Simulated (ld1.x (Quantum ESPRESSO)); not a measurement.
## What one change does to a pseudopotential (gold, TM)

```
Element                 : gold (Au)
Generator               : ld1.x (Quantum ESPRESSO) 7.5
Type                    : norm-conserving Troullier–Martins (Kleinman–Bylander form)
Functional              : PBE
Relativity              : scalar-relativistic
Frozen core             : [Xe] 4f14
Valence charge          : 11
Reference configuration : 5d10 6s1 6p0
Partial waves           : 6s (bound): rc 2.00 bohr; 6p (bound, empty): rc 3.45 bohr; 5f channel at -0.1 Ry: rc 3.50 bohr; 5d (bound): rc 1.25 bohr
Local potential         : the d channel
Core correction         : Bessel-smoothed model core, default radius (core density twice the valence density)
```

All-electron outer shells of the reference configuration (PBE, scalar-relativistic, ld1.x):

```json
{"shell": "4f", "level (eV)": "-81.12", "outermost node (bohr)": "–", "outermost maximum (bohr)": "0.37"}
{"shell": "5p", "level (eV)": "-59.78", "outermost node (bohr)": "0.52", "outermost maximum (bohr)": "0.96"}
{"shell": "5d", "level (eV)": "-6.88", "outermost node (bohr)": "0.56", "outermost maximum (bohr)": "1.21"}
{"shell": "6s", "level (eV)": "-5.76", "outermost node (bohr)": "1.11", "outermost maximum (bohr)": "2.32"}
{"shell": "6p", "level (eV)": "-0.77", "outermost node (bohr)": "1.32", "outermost maximum (bohr)": "3.64"}
```

Change: core correction none.

Cutoffs: the cutoffs (Ry, on a coarse ladder) from which the occupation-weighted sum of valence levels, in a spherical-Bessel basis at the reference potential, stays within 10 and 1 mRy of its value at 400 Ry; they do not see the model core or the augmentation charge, which bear on the density cutoff. Errors are all-electron minus pseudo energies relative to the spin-unpolarised reference configuration.

Question: What does the change do?

Answer: The potential gets neither clearly harder nor softer (60 Ry and 90 Ry → 60 Ry and 90 Ry); both files keep a bound ghost (f, p, s); of the 6 tests that both files solve, the error grows in 0 and shrinks in 6 by more than 15 % and 0.3 meV (median size 26.9 → 6.7 meV). The default core radius of the base comes out at 1.02 bohr.

```tsv
quantity	base	changed
cutoff, loose	60 Ry	60 Ry
cutoff, tight	90 Ry	90 Ry
bound ghosts	f, s, p	f, s, p
tests counted (converged, no solver errors)	6 of 7	6 of 7
error for 5d10 6s0 6p0, meV [ΔE 9.41 eV]	-17	-0.7
error for 5d9 6s0 6p0, meV [ΔE 30.62 eV]	-31	+24
error for 5d8 6s0 6p0, meV [ΔE 64.49 eV]	-159	-0.8
error for 5d7 6s0 6p0, meV [ΔE 112.21 eV]	-503	-133
error for 5d9 6s1 6p0, meV [ΔE 12.12 eV]	-23	-13
error for 5d10 6s0 6p1, meV [ΔE 5.25 eV]	-5.5	+0.1
s: phases at 3.81 bohr within 0.05 rad from the reference energy up to (Ry; the scan ends near 5)	1.2	1.2
p: phases at 3.81 bohr within 0.05 rad from the reference energy up to (Ry; the scan ends near 5)	2.1	2.1
d: phases at 3.81 bohr within 0.05 rad from the reference energy up to (Ry; the scan ends near 5)	4.0	4.0
f: phases at 3.81 bohr within 0.05 rad from the reference energy up to (Ry; the scan ends near 5)	2.5	2.5
```

Base: Tests not counted: 5d9 6s1 6p1 (solver errors, printed error -2.6 eV). Changed file: Tests not counted: 5d9 6s1 6p1 (solver errors, printed error -2.5 eV). A true bound ghost makes a file unfit for plane-wave use even where its test errors are small: the radial tests pick states by their node count and pass the ghost by. Where a test does run into it, the solver fails or the error is huge.
